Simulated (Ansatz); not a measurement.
`N[SiH]1BN1` + H₂ → `B1N[SiH2]1` + NH₃ at 700 K and 1 bar (hydrogenolysis of the Si–N bond).

Program: Ansatz. Geometries: PBE0-D4/def2-TZVP. ΔE: electronic, gas phase. CCSD(T)/CBS is the MP2 limit (def2-TZVPP, def2-QZVPP) plus CCSD(T) − MP2 in def2-TZVPP, frozen cores. This one scheme is used for every species. One conformer a species, not always the lowest.

```tsv
species	CCSD(T)/CBS energy (Eh)	H − E (kJ/mol)	S (J/(mol·K))
`N[SiH]1BN1`	-426.32182	232.6	403.5
H₂	-1.17544	46.8	155.3
`B1N[SiH2]1`	-370.97252	167.3	342.6
NH₃	-56.50880	116.9	226.5
```

H − E and S are ideal-gas, rigid-rotor, harmonic terms from PBE0-D4/def2-TZVP, for one conformer and one mirror image of each species. The MP2-based limit puts H₂ 0.8 mEh under its directly extrapolated value; such offsets cancel only in part. 1 Eh = 2625.50 kJ/mol, R = 8.31446 J/(mol·K).

Problem. By hand: ΔE, ΔH, ΔS and ΔG.

Solution. ΔE = (-370.97252) + (-56.50880) − (-426.32182) − (-1.17544) = 0.01594 Eh = 41.9 kJ/mol. Δ(H − E) = 167.3 + 116.9 − 232.6 − 46.8 = 4.8, so ΔH = 46.7 kJ/mol. ΔS = 342.6 + 226.5 − 403.5 − 155.3 = 10.3 J/(mol·K). ΔG = 46.7 − 700 × (10.3)/1000 = 39.5 kJ/mol.

Problem. By hand: the equilibrium constant, and the temperature at which ΔG would vanish if ΔH and ΔS stayed fixed.

Solution. log₁₀ K = −ΔG/(RT ln 10) = -2.9. ΔG = 0 at ΔH/ΔS = 4534 K, far beyond where these terms or the molecules hold.

The number of gas molecules stays the same, so ΔS is small and ΔH decides. A doubt of 5 kJ/mol in ΔE shifts log₁₀ K by 0.4 here. Other conformers and mirror images would add mixing entropy, several J/(mol·K) or more a flexible species. These are equilibria of isolated gas molecules and say nothing of rates. Largest T1 diagnostic: 0.014 (customary marks: 0.02 for closed shells, 0.045 for open ones).
